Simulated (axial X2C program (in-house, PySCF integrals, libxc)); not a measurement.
## Worked dissociation energy of BaB⁺: PBE0, spin-free

All values were computed with an axial X2C code built on PySCF integrals. Spin-free means the one-electron spin-free X2C Hamiltonian. Basis: Ba dyall-cv3z [14s14p9d5f1g], B dyall-v3z [7s6p2d1f] (cores contracted in-house); Gaussian nuclei, density fitting, unrestricted open shells. Masses: Ba 137.905 u, B 11.009 u.

Molecular state: M_S = 1, Λ = 1 (beyond evenly filled blocks: σα, π+α).

| Quantity | Value |
| --- | --- |
| E(Ba+) (2M_S = 1, M_L = 0) | -8134.253169 hartree |
| E(B) (2M_S = 1, M_L = 0) | -24.626641 hartree |
| E(BaB⁺) at Re | -8158.939009 hartree |
| ωe | 380.4 cm⁻¹ |
| ωexe | 1.87 cm⁻¹ |

Work out De and D0.

De = -8134.253169 + (-24.626641) − (-8158.939009) = 0.05920 hartree = 1.611 eV. The zero-point energy is ωe/2 − ωexe/4 = 190 cm⁻¹ = 0.024 eV, so D0 = 1.587 eV.

De is counted from the lowest determinant-based energies of the atoms at the same level, without counterpoise correction. Without a current term, density functionals place determinants with orbital angular momentum somewhat too high. The state is one determinant with fixed occupations, lowest in a PBE0 search at one distance only: followed along the bond, the 2c determinant Ω = 1 reaches 0.10 eV lower at PBE0, at Re = 2.461 Å, so the state shown is not the lowest.

Each atomic determinant is the lowest at this level and need not be a pure term. Totals compare only within one Hamiltonian and basis.
